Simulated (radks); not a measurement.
The numbers below are computed, except where a source is named.
Pb2+, 80 electrons, occupied as [Hg] (the NIST ground configuration). Code: a radial shooting solver on a logarithmic mesh with Libxc functionals. Model: scalar-relativistic Kohn-Sham, SCAN, spin-unpolarised, spherical densities, finite nucleus; meta-GGA in the generalised Kohn-Sham scheme; Fermi nuclear charge, rms radius 5.5012 fm.

Radial electron density D(r) = 4 pi r^2 rho(r):

r (bohr)  D(r) (e/bohr)
0.001103          14.24
0.001482          21.51
0.001993          31.76
0.00268           45.55
0.003603          62.79
0.004844          82.15
0.006512          100.4
0.008755          112.5
0.01177           114.0
0.01583           106.6
0.02128           101.6
0.02861           114.4
0.03846           142.6
0.05171           155.3
0.06952           134.5
0.09347           122.3
0.1257            143.1
0.169             129.8
0.2272            85.75
0.3054            91.81
0.4106            89.77
0.5521            48.19
0.7422            27.94
0.9979            21.86
1.342             12.24
1.804             5.194
2.425             1.789
3.261            0.3834
4.384           0.03619
5.894          0.001102

D(r) has 4 maxima, at r = 0.0105, 0.0497, 0.138, 0.353 bohr, and minima at 0.0206, 0.0884, 0.250 bohr, inside which lie 1.87, 10.99, 30.00 electrons.
